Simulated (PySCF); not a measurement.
Ge(F)(Cl)2(NH2) (Cl2FGeH2N), SMILES [NH2][Ge]([F])([Cl])[Cl].

Geometry optimised at B3LYP-D3(BJ)/def2-SVP. The structure was generated by enumeration, and PubChem lists no compound with its InChIKey, so it may never have been made. One conformer was computed; it need not be the lowest.

Method: TDA-M06-2X/def2-SVPD (PySCF).

Vertical excitations. 

Computed lowest excited states:
```json
[
 {"state": "S1", "energy (eV)": "6.71", "λ (nm)": "185", "f": "0.067", "main pairs": "HOMO→LUMO 88 %"},
 {"state": "S2", "energy (eV)": "7.23", "λ (nm)": "171", "f": "0.041", "main pairs": "HOMO−1→LUMO 76 %"},
 {"state": "S3", "energy (eV)": "7.38", "λ (nm)": "168", "f": "0.024", "main pairs": "HOMO−2→LUMO 74 %"},
 {"state": "S4", "energy (eV)": "7.64", "λ (nm)": "162", "f": "0.037", "main pairs": "HOMO−4→LUMO 37 %, HOMO→LUMO+1 36 %, HOMO−3→LUMO 13 %"},
 {"state": "S5", "energy (eV)": "7.70", "λ (nm)": "161", "f": "0.047", "main pairs": "HOMO−3→LUMO 35 %, HOMO−4→LUMO 34 %, HOMO→LUMO+1 9 %, HOMO−4→LUMO+1 6 %"},
 {"state": "S6", "energy (eV)": "7.91", "λ (nm)": "157", "f": "0.012", "main pairs": "HOMO→LUMO+1 46 %, HOMO−3→LUMO 31 %"},
 {"state": "S7", "energy (eV)": "8.39", "λ (nm)": "148", "f": "0.004", "main pairs": "HOMO→LUMO+2 53 %, HOMO→LUMO+5 15 %, HOMO→LUMO+3 12 %"},
 {"state": "S8", "energy (eV)": "8.91", "λ (nm)": "139", "f": "0.022", "main pairs": "HOMO→LUMO+5 28 %, HOMO→LUMO+6 19 %, HOMO→LUMO+4 19 %, HOMO→LUMO+3 13 %"},
 {"state": "S9", "energy (eV)": "9.09", "λ (nm)": "136", "f": "0.053", "main pairs": "HOMO−1→LUMO+1 62 %, HOMO−5→LUMO 10 %"},
 {"state": "S10", "energy (eV)": "9.21", "λ (nm)": "135", "f": "0.121", "main pairs": "HOMO−5→LUMO 41 %, HOMO−2→LUMO+1 14 %"},
 {"state": "T1", "energy (eV)": "6.13", "λ (nm)": "202", "f": "0", "main pairs": "HOMO→LUMO 84 %"},
 {"state": "T2", "energy (eV)": "6.73", "λ (nm)": "184", "f": "0", "main pairs": "HOMO−1→LUMO 78 %, HOMO−1→LUMO+1 13 %"},
 {"state": "T3", "energy (eV)": "6.93", "λ (nm)": "179", "f": "0", "main pairs": "HOMO−2→LUMO 76 %, HOMO−2→LUMO+1 12 %"},
 {"state": "T4", "energy (eV)": "7.17", "λ (nm)": "173", "f": "0", "main pairs": "HOMO−3→LUMO 63 %"}
]
```
Triplets are in the Tamm–Dancoff approximation.
